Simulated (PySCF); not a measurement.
C4H8OSi.
SMILES with atom numbers: `[O:1]=[CH:2][C:3]1([SiH3:4])[CH2:5][CH2:6]1`

Cartesian coordinates in Å at the GFN2-xTB level; atoms count from 1:
```xyz
14
C4H8OSi angstrom
O     -0.3729    2.0039    1.4112
C     -0.8727    1.0107    0.9421
C     -0.1276    0.0873    0.0961
Si     1.6604    0.6780   -0.1288
C     -0.8951   -0.6152   -1.0072
C     -0.4895   -1.3827    0.1898
H     -1.9343    0.7573    1.1418
H      2.3136    0.7095    1.1745
H      1.6478    1.9740   -0.7973
H      2.3066   -0.3224   -0.9881
H     -0.3713   -0.7804   -1.9362
H     -1.9387   -0.3624   -1.1305
H      0.3222   -2.0891    0.1068
H     -1.2492   -1.6689    0.9037
```

Probes without a nucleus sit at each ring's centroid and 1 Å off its mean plane on both sides; NICS is minus the shielding there, NICSzz its component along the normal. Level: GIAO PBE0/pcSseg-1 (PySCF, non-relativistic, gas phase) on the GFN2-xTB geometry, one conformer.

Ring bond lengths (Å), with Mayer bond orders in brackets: C3–C5 1.516 (0.89), C5–C6 1.479 (0.97), C6–C3 1.517 (0.89).

Question: What do the NICS probes read (ppm)?

Answer: 
| ring | type | NICS(0) | NICS(1), two faces | NICS(1)zz, two faces | rms pucker (Å) | centre to ring atoms, mean (Å) |
| --- | --- | --- | --- | --- | --- | --- |
| C3–C5–C6 | 3-membered carbocycle; formal bonds all single | -43.7 | -9.0 / -7.9 | -24.1 / -24.8 | 0.00 | 0.87 |

Question: What do they say, and how far can they be read as aromaticity?

Answer: 
- C3–C5–C6: mean NICS(1)zz -24.4 ppm, shielded. C3, C5, C6 have four or more neighbours, and the NICS criterion for π rings isn't applied. NICS(0) lies 35 ppm below the mean NICS(1).

Question: At the first NICS(1) probe listed for ring C3–C5–C6, 1 Å off the ring, what do the in-plane components average?

Answer: The isotropic value is a third of the trace: (3 × -9.0 − (-24.1))/2 = -1.4 ppm.

Question: Give the inner angles of the rings and the Hirshfeld charges of the ring atoms.

Answer: 
- C3–C5–C6: C3 58.3° (-0.095 e), C5 60.8° (-0.074 e), C6 60.8° (-0.074 e); sum 180.0° against 180° for a flat convex ring.
